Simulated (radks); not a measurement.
Species: Lu63+. Configuration: [He] 2s2 2p4 (the NIST ground configuration). Calculated with a radial shooting solver on a logarithmic mesh with Libxc functionals: scalar-relativistic Kohn-Sham, SCAN, spin-polarised, spherical densities, finite nucleus; open shells are filled with parallel spins first (spin-orbit coupling, left out, can overturn this in heavy ions); meta-GGA in the generalised Kohn-Sham scheme; Fermi nuclear charge, rms radius 5.37 fm.

Unscreened Slater integrals over Kohn-Sham orbitals (eV). They are taken over the spin-up orbitals.

F0(2p,2p): 351.44
F2(2p,2p): 166.96
F0(2p,2s): 325.32
G1(2p,2s): 185.12
F0(2p,1s): 477.34
G1(2p,1s): 93.424
F0(2s,2s): 309.04
F0(2s,1s): 437.41
G0(2s,1s): 45.612
F0(1s,1s): 1339.1

Derived for the open shells (J is the average intra-shell exchange parameter used in DFT+U). 2p: J = F2/5 = 33.39 eV.
